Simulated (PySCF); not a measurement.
NICS in rings of unrelated molecules.

NICS = −σ at a ghost point: NICS(0) at the centroid of the ring atoms, NICS(1) 1 Å to either side along the normal of their mean plane, zz for the tensor component along that normal. Level: GIAO PBE0/pcSseg-1 (PySCF, non-relativistic, gas phase) on the GFN2-xTB geometries, one conformer each. Atom numbers follow the mapped SMILES.

Problem. Order these rings by mean NICS(1)zz, lowest (most negative) first (ppm).
A. ring C3–C5–C6 in `[N:1]#[C:2][C:3]1([SiH3:4])[CH2:5][CH2:6]1`
B. ring Si2–C3–C4 in `[CH3:1][SiH:2]1[CH2:3][CH2:4]1`
C. ring N3–C4–C5–N8–N9 in `[CH2:1]=[CH:2][n:3]1[cH:4][c:5]([CH2:6][CH3:7])[n:8][n:9]1`
D. ring C2–N3–N4–N5–C6 in `[CH3:1][c:2]1[n:3][nH:4][n:5][c:6]1[CH:7]1[CH2:8][CH2:9]1`
E. ring C3–N4–C5–C6–N8–N9 in `[CH3:1][CH2:2][c:3]1[n:4][cH:5][c:6]([CH3:7])[n:8][n:9]1`
F. ring C3–C4–N5–S6–N7 in `[CH3:1][CH2:2][c:3]1[cH:4][n:5][s:6][n:7]1`
G. ring C2–C3–Si4 in `[CH3:1][C@H:2]1[CH2:3][SiH2:4]1`

Solution. F (-33.3), D (-31.2), C (-29.4), E (-25.8), A (-23.6), G (-17.3), B (-15.7).

```json
{"SMILES": "CCc1cnsn1", "ring": "5-membered ring with 2 N and S; formal bonds all aromatic", "NICS(0)": "-13.9", "NICS(1)": "-13.1", "NICS(1)zz": "-33.3", "HOMA": "–", "rms pucker (Å)": "0.00", "ring atoms with four or more neighbours": "0"}
{"SMILES": "Cc1n[nH]nc1C1CC1", "ring": "5-membered ring with 3 N; formal bonds all aromatic", "NICS(0)": "-12.7", "NICS(1)": "-12.9", "NICS(1)zz": "-31.2", "HOMA": "0.95", "rms pucker (Å)": "0.00", "ring atoms with four or more neighbours": "0"}
{"SMILES": "C=Cn1cc(CC)nn1", "ring": "5-membered ring with 3 N; formal bonds all aromatic", "NICS(0)": "-11.0", "NICS(1)": "-12.2", "NICS(1)zz": "-29.4", "HOMA": "0.91", "rms pucker (Å)": "0.00", "ring atoms with four or more neighbours": "0"}
{"SMILES": "CCc1ncc(C)nn1", "ring": "6-membered ring with 3 N; formal bonds all aromatic", "NICS(0)": "-3.7", "NICS(1)": "-10.8", "NICS(1)zz": "-25.8", "HOMA": "0.98", "rms pucker (Å)": "0.00", "ring atoms with four or more neighbours": "0"}
{"SMILES": "N#CC1([SiH3])CC1", "ring": "3-membered carbocycle; formal bonds all single", "NICS(0)": "-45.7", "NICS(1)": "-8.8", "NICS(1)zz": "-23.6", "HOMA": "–", "rms pucker (Å)": "0.00", "ring atoms with four or more neighbours": "3"}
{"SMILES": "C[C@H]1C[SiH2]1", "ring": "3-membered ring with Si; formal bonds all single", "NICS(0)": "-28.9", "NICS(1)": "-8.4", "NICS(1)zz": "-17.3", "HOMA": "–", "rms pucker (Å)": "0.00", "ring atoms with four or more neighbours": "3"}
{"SMILES": "C[SiH]1CC1", "ring": "3-membered ring with Si; formal bonds all single", "NICS(0)": "-26.4", "NICS(1)": "-7.7", "NICS(1)zz": "-15.7", "HOMA": "–", "rms pucker (Å)": "0.00", "ring atoms with four or more neighbours": "3"}
```

NICS(0) gives another order. The isotropic NICS(1) gives the same order. HOMA uses Krygowski's 1993 parameters; it is left out where a ring has a four-coordinate atom, a triple bond, no multiple bond or a kind of bond without parameters. NICS(1) and NICS(1)zz are means over the two faces.
